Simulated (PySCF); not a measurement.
A calculated (M06-2X, PySCF 2.14, x2c-SVPall, scalar relativity by spin-free X2C-1e) atom or ion has these occupied shells.

| shell | electrons | orbital energy (eV) | rms radius, mean of both spins (bohr) |
| --- | --- | --- | --- |
| 1s | 2 | -25473.1 | 0.0357 |
| 2s | 2 | -3796.9 | 0.146 |
| 2p | 6 | -3412.1 | 0.130 |
| 3s | 2 | -717.98 | 0.393 |
| 3p | 6 | -590.48 | 0.396 |
| 3d | 10 | -386.60 | 0.376 |
| 4s | 2 | -113.01 | 0.980 |
| 4p | 6 | -74.848 | 1.08 |
| 4d | 10 | -19.699 | 1.52 |

(1) Name the element and its charge.

Answers

(1) Ag⁺ (silver, charge +1), in [Kr] 4d10, closed-shell 1S.
